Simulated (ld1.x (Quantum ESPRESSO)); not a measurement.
Which change was made? (O, PAW)

O (Z = 8), PAW, made with ld1.x (Quantum ESPRESSO) 7.5 (PBE, scalar-relativistic). Core [He], reference 2s2 2p2.5 (charge +1.5). Waves: 2s (bound): rcut 0.85, rcutus 1.00 bohr; 2s channel at -1.85 Ry: rcut 0.85, rcutus 1.00 bohr; 2p (bound): rcut 1.05, rcutus 1.35 bohr; 2p channel at 0.5 Ry: rcut 1.05, rcutus 1.35 bohr; 3d channel at 0.35 Ry: rcut 0.90, rcutus 1.25 bohr; 3d channel at 0.95 Ry: rcut 0.90, rcutus 1.25 bohr. Local part: all-electron potential smoothed inside 0.90 bohr (lloc = -1). Core correction: Bessel-smoothed model core inside 0.70 bohr. Augmentation charge: BESSEL, radius 0.85 bohr.

Cutoffs, loose and tight: the cutoffs (Ry, on a coarse ladder) from which the occupation-weighted sum of valence levels, in a spherical-Bessel basis at the reference potential, stays within 10 and 1 mRy of its value at 400 Ry. They do not see the model core or the augmentation charge, which bear on the density cutoff. Test errors are all-electron minus pseudo excitation energies from the reference, over the configurations 2s2 2p4; 2s2 2p3; 2s2 2p2; 2s1 2p4; 2s2 2p0; 2s0 2p6; 2s2 2p1; variants that change the core or the reference have their own tests. The largest error is taken over the tests solved by every variant that gives reliable tests at all, those not shown here included: 2s0 2p6; 2s1 2p4; 2s2 2p0; 2s2 2p2.

The base gives: outcome: generated; cutoff, loose: 40 Ry; cutoff, tight: 70 Ry; bound ghosts: none; largest test error (meV): -8.7.

Q: After one change the result is: outcome: generated; cutoff, loose: 30 Ry; cutoff, tight: 55 Ry; bound ghosts: none; largest test error (meV): -16. Which change was it?
A. waves 2p (bound): rcut 1.05, rcutus 1.84 bohr; 2p channel at 0.5 Ry: rcut 1.05, rcutus 1.84 bohr
B. waves 2p (bound): rcut 0.88, rcutus 0.94 bohr; 2p channel at 0.5 Ry: rcut 0.88, rcutus 0.94 bohr
C. waves 2p (bound): rcut 1.05, rcutus 1.54 bohr; 2p channel at 0.5 Ry: rcut 1.05, rcutus 1.54 bohr

A: C. The others give: waves 2p (bound): rcut 0.88, rcutus 0.94 bohr; 2p channel at 0.5 Ry: rcut 0.88, rcutus 0.94 bohr → outcome: generated; cutoff, loose: 80 Ry; cutoff, tight: 100 Ry; bound ghosts: none; largest test error (meV): +8.0 | waves 2p (bound): rcut 1.05, rcutus 1.84 bohr; 2p channel at 0.5 Ry: rcut 1.05, rcutus 1.84 bohr → outcome: generated, overlap not positive; bound ghosts: not determined (overlap not positive); largest test error (meV): +1998. A file whose overlap is not positive is unfit for use, and its test errors describe a broken file.
